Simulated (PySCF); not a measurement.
C5H7F, SMILES CC1=C(F)CC1. The structure is a stationary point at PBE0-D3(BJ)/def2-SVP. The structure was generated by enumeration, and PubChem lists no compound with its InChIKey, so it may never have been made.

The numbers are results of PBE0-D3(BJ)/def2-SVP in PySCF, not measurements.

Harmonic wavenumbers (cm⁻¹): 149, 206, 233, 282, 441, 533, 670, 742, 833, 932, 943, 994, 1052, 1105, 1130, 1155, 1196, 1207, 1273, 1368, 1413, 1444, 1447, 1454, 1479, 1841, 3044, 3061, 3073, 3119, 3121, 3135, 3163. Rotational constants (GHz): 4.646, 3.785, 2.172; symmetry number 1.

Q: Work out the zero-point energy and the ideal-gas rigid-rotor harmonic-oscillator thermochemistry at 298.15 K and 1 atm.

A: ZPE = ½ Σ hcν = ½ × 47238 cm⁻¹ = 282.55 kJ/mol. H − E(el) = 300.94 kJ/mol. Entropy in J/(mol K): translation 164.31, rotation 111.02, vibration 46.49, total 321.83. G − E(el) = 204.98 kJ/mol. Cp = 98.38 J/(mol K). Modes under 150 cm⁻¹ make the vibrational entropy uncertain.
